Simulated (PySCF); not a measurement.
# Basis-set dependence of PbH at MP2

PySCF, UHF reference; doublet, unpaired electrons π ↑; De to H + Pb without counterpoise correction. Frozen cores follow the default of each basis and core potential.

| basis | relativity | functions | Re (Å) | ωe (cm⁻¹) | De (eV) | frozen orbitals |
| --- | --- | --- | --- | --- | --- | --- |
| def2-SVP | scalar-relativistic core potentials | 31 | 1.838 | 1651 | 2.05 | 4 |
| def2-SVPD | scalar-relativistic core potentials | 40 | 1.840 | 1632 | 2.13 | 4 |
| aug-cc-pVDZ/aug-cc-pVDZ-PP | scalar-relativistic core potentials | 41 | 1.840 | 1628 | 2.16 | 4 |
| cc-pVTZ/cc-pVTZ-PP | scalar-relativistic core potentials | 53 | 1.831 | 1687 | 2.28 | 4 |
| def2-TZVPP | scalar-relativistic core potentials | 64 | 1.828 | 1666 | 2.23 | 4 |

(1) How does each smaller set differ from the one with most functions, def2-TZVPP?

Correlated steps freeze 4 core orbitals. Correlated levels converge slowly with the basis: in double zeta they bind strong bonds too weakly, by up to about 1 eV, and carry superposition errors of some tenths. Spin–orbit coupling is left out, which matters for elements this heavy, above all for dissociation energies. The state was picked by a PBE0 search and need not be the measured ground state.

## Answers

(1) def2-SVP: +1.0 pm, -0.9 % in ωe, -0.18 eV in De; def2-SVPD: +1.2 pm, -2.0 % in ωe, -0.10 eV in De; aug-cc-pVDZ/aug-cc-pVDZ-PP: +1.2 pm, -2.3 % in ωe, -0.07 eV in De; cc-pVTZ/cc-pVTZ-PP: +0.3 pm, +1.3 % in ωe, +0.05 eV in De. All at MP2; the set with most functions is neither the basis-set limit nor always the best.
